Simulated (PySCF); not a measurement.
SMILES CC[Si](F)(Br)CC (C4H10BrFSi) at its GFN2-xTB optimised geometry (Å):

```
17

C     -0.3481    -2.8715     1.2427
C     -0.8811    -1.4452     1.3703
Si    -0.2471    -0.3016     0.0000
F     -0.6307    -0.9608    -1.4248
Br     1.9676    -0.3016     0.0000
C     -0.8789     1.4814     0.0000
C     -0.4563     2.2794     1.2306
H     -0.6294    -3.3017     0.2839
H      0.7374    -2.8886     1.3189
H     -0.7532    -3.5012     2.0321
H     -0.6044    -1.0477     2.3486
H     -1.9723    -1.4678     1.3418
H     -0.5098     1.9854    -0.8960
H     -1.9676     1.4817    -0.0741
H     -0.8569     1.8335     2.1389
H      0.6280     2.3139     1.3160
H     -0.8226     3.3017     1.1656
```

Computed with CAM-B3LYP/def2-SVP in PySCF. Cells within 0.4 Å of a nucleus heavier than hydrogen are left out (blank, or x).

Map of the log10 of the electron density (e/bohr³), floored at −4 on the plane z = 0.0 Å:

```
|0000000000000000000000000000000|
|0000000000000000000000000000000|
|0000000000000000000000000000000|
|0000000000001110000000000000000|
|0000000000112221100000000000000|
|0000000000123332110000000000000|
|0000000001233443221000000000000|
|0000000012344544322100000000000|
|0000000234455655432100000000000|
|0000001345667776433211000000000|
|0000002456778x76533332211000000|
|000000245788xx76543444332100000|
|0000002456778876544555543200000|
|0000001345667776656677654310000|
|0000000234566777667788765320000|
|00000001234567xx7778xx875421000|
|00000001234568xx7779xx875421000|
|0000000123456798667899865420000|
|0000000123456666666777764320000|
|0000000123345565555666654210000|
|0000000122344554444455443200000|
|0000000012334444433333321000000|
|0000000001245555433222210000000|
|0000000001346665433211000000000|
|0000000001346776432110000000000|
|0000000001345665432100000000000|
|0000000000234554321000000000000|
|0000000000123333210000000000000|
|0000000000011221100000000000000|
|0000000000000000000000000000000|
|0000000000000000000000000000000|
```
Scale: ten equal steps from -4.00 (start of '0') to 0.103 (end of '9'), in the order '0123456789'; x runs from -5.50 to 5.50, y from -5.50 (bottom) to 5.50 (top).
